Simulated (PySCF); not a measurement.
BH6N, SMILES [BH3-][NH3+]. Atoms are numbered in the order given.

```xyz
8

B      0.0000     0.0000    -0.9299
N      0.0000     0.0000     0.7283
H      0.0000    -1.1673    -1.2413
H      1.0110     0.5837    -1.2413
H     -1.0110     0.5837    -1.2413
H     -0.8217    -0.4744     1.0916
H      0.0000     0.9488     1.0916
H      0.8217    -0.4744     1.0916
```

Geometry: B3LYP-D3(BJ)/def2-TZVP.

Calculation: PBE/pcJ-1 in PySCF.

Isotropic couplings with Fermi-contact, spin-dipole and both spin-orbit terms, one fixed conformer, no vibrational averaging. Isotopes: 11B, 14N, 1H.

```
pair   bonds apart  J (Hz)
-----  -----------  ------
B1–N2            1     0.7
B1–H3            1       ?
B1–H4            1       ?
B1–H5            1       ?
N2–H6            1    47.1
N2–H7            1    47.1
N2–H8            1    47.1
B1–H6            2    -2.1
B1–H7            2    -2.1
B1–H8            2    -2.1
N2–H3            2     1.3
N2–H4            2     1.3
N2–H5            2     1.3
H3–H4            2       ?
H3–H5            2       ?
H4–H5            2       ?
H6–H7            2       ?
H6–H8            2       ?
H7–H8            2       ?
H3–H6            3     2.0
H3–H7            3    12.5
H3–H8            3     2.0
H4–H6            3    12.5
H4–H7            3     2.0
H4–H8            3     2.0
H5–H6            3     2.0
H5–H7            3     2.0
H5–H8            3    12.5
```

Problem. What belongs in the gaps? (The exact figures need the calculation; the answer reports its results.)

Solution. 
- B1–H3, J (Hz): 101.5
- B1–H4, J (Hz): 101.5
- B1–H5, J (Hz): 101.5
- H3–H4, J (Hz): -9.3
- H3–H5, J (Hz): -9.3
- H4–H5, J (Hz): -9.3
- H6–H7, J (Hz): -9.2
- H6–H8, J (Hz): -9.2
- H7–H8, J (Hz): -9.2
